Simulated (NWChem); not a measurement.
Species: TiHCl3; SMILES [Cl][TiH]([Cl])[Cl]

```xyz
5

Ti     0.0000     0.0000    -0.2901
Cl    -0.5672    -2.0290     0.1632
Cl     2.0408     0.5233     0.1632
Cl    -1.4736     1.5057     0.1632
H      0.0000     0.0000    -1.9408
```
Atoms are numbered in this order, from 1.

All runs: NWChem. Medium grid unless said otherwise, to which SCAN and Minnesota functionals are sensitive. The geometry was optimised at PBE0/def2-SVP. Total energies of different functionals are on different scales.

| level | energy (Ha) | highest occupied level (eV) | orbital gap (eV) | dipole (D) |
|---|---|---|---|---|
| B3LYP/def2-SVP | -2230.3634 | -9.17 | 5.57 | 0.31 |
| PBE/def2-SVP | -2229.5290 | -7.95 | 3.61 | 0.50 |
| LC-BLYP (range parameter 0.33 per bohr)/def2-SVP | -2229.3315 | -11.60 | 10.27 | 0.20 |
| CAM-B3LYP/def2-SVP | -2230.3608 | -10.76 | 8.51 | 0.16 |
| r2SCAN/def2-SVP | -2230.2095 | -8.51 | 4.08 | 0.36 |
| BHandHLYP/def2-SVP | -2230.2516 | -10.70 | 8.43 | 0.02 |
| LRC-wPBEh/def2-SVP | -2229.6531 | -11.41 | 9.59 | 0.13 |
| BP86/def2-SVP | -2230.5656 | ? | 3.61 | 0.50 |

Q: Complete the blanks.

A: 
- BP86/def2-SVP, highest occupied level (eV): -8.07
